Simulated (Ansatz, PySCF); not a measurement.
Species: CH$_{4}$B, net charge 0, doublet state. It need not be the lowest isomer of its formula. 
Geometry from a B3LYP-D3(BJ)/def2-TZVP (Ansatz, a first-principles code) optimisation:
SMILES: B[CH2]
```xyz
6

B      0.8067     0.0823     0.0093
C     -0.7079    -0.0722    -0.0081
H      1.5076    -0.8176    -0.3399
H      1.3034     1.1043     0.3723
H     -1.2154    -0.8892    -0.5127
H     -1.3813     0.6243     0.4828
```
Charge 0, spin multiplicity 2.

Dipole moments at this geometry, in debye (magnitudes).

```csv
level,program,dipole (D)
PBE/def2-TZVPD,Ansatz,1.27
revPBE/def2-TZVPD,Ansatz,1.26
r2SCAN/def2-TZVPD,PySCF,[?]
BHLYP/def2-TZVPD,Ansatz,1.11
r2SCANh/def2-TZVPD,Ansatz,1.18
CCSD(T)/aug-cc-pVDZ,Ansatz,[?]
```

Complete the blanks.


- r2SCAN/def2-TZVPD, dipole (D): 1.20
- CCSD(T)/aug-cc-pVDZ, dipole (D): 1.11
